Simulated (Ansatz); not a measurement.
Geometry optimisation, RKS r2SCAN/def2-SVP (Ansatz).

The input (input.yaml):

```yaml
crystal:
  periodic: [false, false, false]
  atoms:
    - { symbol: F, position_ang: [-2.6074, 0.8492, 0.3866] }
    - { symbol: C, position_ang: [-1.4729, 1.1366, 0.9588] }
    - { symbol: C, position_ang: [-0.3775, 0.5512, 0.5438] }
    - { symbol: O, position_ang: [-0.25, -0.336, -0.4829] }
    - { symbol: Si, position_ang: [1.0964, -1.0752, -0.9775] }
    - { symbol: H, position_ang: [-1.5685, 1.8685, 1.7627] }
    - { symbol: H, position_ang: [0.6292, 0.7598, 1.0426] }
    - { symbol: H, position_ang: [0.8806, -1.9725, -2.1018] }
    - { symbol: H, position_ang: [1.6821, -1.8087, 0.2188] }
    - { symbol: H, position_ang: [2.0712, -0.0241, -1.3482] }
basis:
  gaussian: { orbitals: def2-SVP }
hamiltonian:
  xc: r2scan
relax:
  f_tol: 0.015
  max_steps: 40
output:
  orbitals: {}
```

Launched with:

```bash
$ ansatz run input.yaml --threads 2 --pin off --max-ram 3072MiB --backend cpu --events-out ev --progress --plain --runs-dir out
```

Question: Where does it end, and by what steps?

Answer: It converged. After 5 steps the energy has fallen by 0.298 eV; H7 moved furthest, 0.13 Å.

| step | energy less start (eV) | largest force component (eV/Å) | accepted |
| --- | --- | --- | --- |
| 0 | 0.0000 | 4.189 | yes |
| 1 | -0.2356 | 1.462 | yes |
| 2 | -0.2927 | 0.203 | yes |
| 3 | -0.2959 | 0.092 | yes |
| 4 | -0.2977 | 0.036 | yes |
| 5 | -0.2977 | 0.009 | yes |

```xyz
10
Properties=species:S:1:pos:R:3
F -2.653 0.840 0.334
C -1.499 1.127 0.943
C -0.337 0.572 0.577
O -0.247 -0.321 -0.439
Si 1.160 -1.077 -0.957
H -1.584 1.849 1.760
H 0.576 0.852 1.120
H 0.754 -1.954 -2.082
H 1.756 -1.879 0.154
H 2.158 -0.061 -1.407
```

Whether the end is a true minimum wasn't checked by a vibrational analysis.

Time of the run: 18 s on 2 threads of Arm Neoverse V2, with other jobs on the host, peak memory 0.17 GiB.
